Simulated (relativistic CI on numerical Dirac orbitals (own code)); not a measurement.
## Transition arrays of Er²⁷⁺

Calculated at this level of theory: Dirac-Coulomb-Breit CI, KLI orbitals optimised for each configuration, model QED (radiative potential, 1s self-energy scaled to tabulated hydrogen-like ionisation energies), valence Slater integrals scaled by 0.9, whole transition arrays (own radial code, finite nucleus).

Configuration list (outside the closed core [Ar] 3d10 4s2): 4p6 4d5, 4p6 4d4 4f, 4p5 4d6, 4p6 4d4 5p, 4p6 4d4 5f. Levels of other configurations are missing.

All E1 lines from the levels of 4p6 4d5; mean and standard deviation are weighted by gf, and upper levels are sorted by their leading configuration.

| Upper configuration | Lines | Σgf | Mean (eV) | Mean (nm) | σ (eV) | Strongest line (nm) |
| --- | --- | --- | --- | --- | --- | --- |
| 4p6 4d4 4f | 5910 | 764.2 | 198.12 | 6.258 | 11.33 | 6.108 |
| 4p5 4d6 | 2805 | 620.0 | 210.61 | 5.887 | 13.66 | 5.870 |
| 4p6 4d4 5p | 3245 | 123.6 | 361.36 | 3.431 | 6.57 | 3.400 |
| 4p6 4d4 5f | 5470 | 321.2 | 503.64 | 2.462 | 5.91 | 2.480 |

Σgf per state of the lower configuration in bins of 0.2 nm over the central range (centre: value): 2.5: 1.26, 3.3: 0.12, 3.5: 0.36, 5.5: 0.20, 5.7: 1.00, 5.9: 0.94, 6.1: 2.26, 6.3: 0.45, 6.5: 0.08, 6.7: 0.10, 6.9: 0.11, 7.1: 0.10, 7.3: 0.06.

Q: How do configuration mixing and the scaling of the Slater integrals move the arrays?

A: Slater scale 0.9, no configuration mixing: 4p6 4d4 4f 191.9 ± 8.4 eV (Σgf 740.4), 4p5 4d6 185.9 ± 23.2 eV (Σgf 535.7), 4p6 4d4 5p 361.6 ± 6.5 eV (Σgf 137.9), 4p6 4d4 5f 503.6 ± 5.9 eV (Σgf 320.1); Slater scale 1: 4p6 4d4 4f 202.5 ± 11.8 eV (Σgf 797.2), 4p5 4d6 213.3 ± 14.1 eV (Σgf 611.3), 4p6 4d4 5p 361.4 ± 6.8 eV (Σgf 121.8), 4p6 4d4 5f 503.7 ± 6.1 eV (Σgf 321.5); Slater scale 0.8: 4p6 4d4 4f 194.9 ± 10.9 eV (Σgf 771.5), 4p5 4d6 207.4 ± 14.2 eV (Σgf 588.5), 4p6 4d4 5p 361.3 ± 6.4 eV (Σgf 125.3), 4p6 4d4 5f 503.6 ± 5.7 eV (Σgf 320.9). With mixing, levels are counted to their leading configuration, so an array can shrink or vanish into another, and the sums then hold other lines.
